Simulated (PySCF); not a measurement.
C2H11NOSi2.
Atom-mapped SMILES: `[NH2:1][SiH2:2][CH2:3][CH2:4][SiH2:5][OH:6]` (hydrogens: H7, H8 on N1; H9, H10 on Si2; H11, H12 on C3; H13, H14 on C4; H15, H16 on Si5; H17 on O6)

The closed-shell ground state was solved at several levels (PySCF, density fitting, gas phase, non-relativistic). The structure is a single PBE0-D3(BJ)/def2-SVP conformer in the gas phase; no vibrational or solvent corrections.

```csv
level,basis functions,total energy (Eh),HOMO (eV),LUMO (eV),gap (eV),dipole (D)
CAM-B3LYP/def2-SVPD,219,-791.4621,-9.13,0.74,9.87,3.19
HF/pcSseg-1,171,-789.3281,-11.10,3.55,14.65,3.34
```

Q: Estimate the row for PBE0/pcSseg-1, a basis of 171 functions; the other rows only guide the guess.

A: Total energy -791.3364 Eh, HOMO -7.71 eV, LUMO 0.43 eV, gap 8.14 eV, dipole 3.25 D.

Q: Over all these levels, which gives the widest orbital gap and which the narrowest?

A: HF/pcSseg-1 (Hartree–Fock, all exact exchange) has the widest, 14.65 eV, and PBE0/pcSseg-1 (global hybrid, 25 % exact exchange) the narrowest, 8.14 eV. The two share the basis. From the narrowest to the widest the HOMO moves by -3.39 eV and the LUMO by +3.12 eV. The HOMO need not be the same orbital at Hartree–Fock and at DFT levels.

Q: How far do the dipole and the HOMO energy spread over the levels?

A: The dipole runs from 3.19 to 3.34 D (mean 3.26 D) and the HOMO from -11.10 to -7.71 eV.
